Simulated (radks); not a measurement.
Values are calculated unless marked as measured or tabulated.
All-electron atom: Ge+ in [Ar] 3d10 4s2 4p1 (the NIST ground configuration).

Code: a radial shooting solver on a logarithmic mesh with Libxc functionals. Model: scalar-relativistic Kohn-Sham, r2SCAN, spin-unpolarised, spherical densities, finite nucleus; meta-GGA in the generalised Kohn-Sham scheme; Fermi nuclear charge, rms radius 4.0742 fm.

Energy parts (hartree):
part                       energy
total                 -2098.88652
kinetic                2136.96748
electron-nucleus      -5048.45024
Hartree                 892.18575
exchange-correlation    -79.58951

Orbitals (lengths in bohr, moments of r in powers of bohr; <r^-3> diverges for s and p1/2; r(90%) holds 90 % of the orbital's charge):
| orbital | occ. | eigenvalue (hartree) | <r^-3> | <1/r> | <r^2> | r(90%) |
|---|---|---|---|---|---|---|
| 1s | 2 | -404.2910 | - | 32.38 | 0.002975 | 0.0840 |
| 2s | 2 | -51.19482 | - | 7.123 | 0.05191 | 0.324 |
| 2p | 6 | -44.70529 | 995.0 | 6.968 | 0.04135 | 0.300 |
| 3s | 2 | -6.71370 | - | 2.285 | 0.4479 | 0.932 |
| 3p | 6 | -4.70503 | 134.1 | 2.129 | 0.4916 | 0.993 |
| 3d | 10 | -1.43767 | 14.15 | 1.783 | 0.6885 | 1.24 |
| 4s | 2 | -0.74477 | - | 0.6385 | 4.785 | 3.06 |
| 4p | 1 | -0.41291 | 7.792 | 0.5109 | 7.350 | 3.83 |

The highest occupied level is 4p at -11.236 eV. The electron density at the nucleus is 3.207e+04 e/bohr^3 (large components only). For comparison, the ionisation energy in NIST's Atomic Spectra Database is 15.935 eV (measured). In exact Kohn-Sham theory the highest level is minus the ionisation energy, but local and semilocal functionals leave it too shallow, through self-interaction and a potential that decays too fast; potentials with the right tail come closer. The density falls to 0.001 e/bohr^3 at r = 3.93 bohr. Summed over all electrons, <r^2> = 28.01 bohr^2, which gives a Langevin (diamagnetic) susceptibility term of -22.2 x 10^-6 cm^3/mol.

Beside tabulated values, note that spin-unpolarised runs miss the spin-polarisation part of the exchange energy of open shells.
